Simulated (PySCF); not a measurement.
## Computed properties of C4H6OS, SMILES C=C1O[C@@H](C)S1

C4H6OS, SMILES C=C1O[C@@H](C)S1. Coordinates come from a B3LYP-D3(BJ)/def2-SVP optimisation. The structure was generated by enumeration; whether it is a known compound was not checked. One conformer was computed; it need not be the lowest. All values are computed for the isolated molecule unless a solvent is named; none is compared with measurement here.

**Structure.** All 30 harmonic modes at B3LYP-D3(BJ)/def2-SVP (PySCF) are real, so it is a minimum. With heavy atoms numbered as in [CH2:1]=[C:2]1[O:3][C@@H:4]([CH3:5])[S:6]1, the shortest bond between them is C1–C2 at 1.332 Å and the longest C4–S6 at 1.865 Å.

**Vibrations.** The strongest infrared lines (harmonic, unscaled, degenerate partners summed) lie at 1735 cm⁻¹ (287 km/mol, C 93 %), 1272 cm⁻¹ (98 km/mol, H 45 %, C 42 %, O 13 %), 770 cm⁻¹ (63 km/mol, H 69 %, C 30 %). The softest mode is at 106 cm⁻¹ and the zero-point energy is 57.8 kcal/mol.

**Electronic structure.** CAM-B3LYP/def2-TZVP (PySCF) places the frontier levels at -7.49 and 0.46 eV, a gap of 7.95 eV, and gives a dipole moment of 1.78 D and a mean polarisability of 70.1 bohr³. PBE/def2-TZVP (PySCF) at the same geometry gives -5.07 and -1.71 eV, so its gap is 4.59 eV narrower. An orbital gap is neither the optical nor the fundamental gap.

**Excitations.** TDA-ωB97X/def2-SVPD (PySCF) has S1 at 4.28 eV (289 nm, f = 0.000, dark); the most intense of the 10 singlets computed lies at 6.64 eV (f = 0.24). T1 (TDA) is at 3.91 eV, 0.37 eV under S1. TDA-PBE/def2-SVPD (PySCF) puts S1 at 3.48 eV. No vertical singlet excitation falls in the visible range (under 3.1 eV).

**NMR.** GIAO shifts at PBE0/pcSseg-1 (PySCF) (non-relativistic, atoms alike by connectivity averaged): ¹³C from 28.9 to 165.6 ppm against TMS; ¹H from 2.0 to 5.9 ppm against TMS.
